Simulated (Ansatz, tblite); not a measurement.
Cost and result up the ladder for (HZn-mu-F)2 (Zn₂H₂F₂) (6 atoms). The state is a singlet with charge 0. Geometry: r2SCAN-D4/def2-SVP.

```xyz
6

Zn    0.938    0.505    1.011
H     1.904    1.028    2.056
F     0.498   -1.138    0.107
Zn   -0.938   -0.506   -1.010
H    -1.908   -1.028   -2.052
F    -0.493    1.139   -0.112
```

Ansatz on 2 threads of Arm Neoverse V1 on a shared host; xTB runs through tblite on one thread. Times are rough, summed over both states, and most runs start from the orbitals of an earlier one. PBE0-D4/def2-TZVP serves as the yardstick here, not as an exact answer. The other state is a triplet.

The xTB rows come from tblite.

xTB has no spin-polarisation term.

```csv
level,functions,wall time,vertical triplet (eV),difference from PBE0-D4/def2-TZVP (eV)
GFN2-xTB,18,0.004 s,8.09,1.71
GFN1-xTB,20,0.007 s,5.70,-0.68
PBE-D4/def2-TZVP (with forces),170,11 s,5.74,-0.64
PBE0-D4/def2-TZVP (with forces),170,26 s,6.38,0.00
```
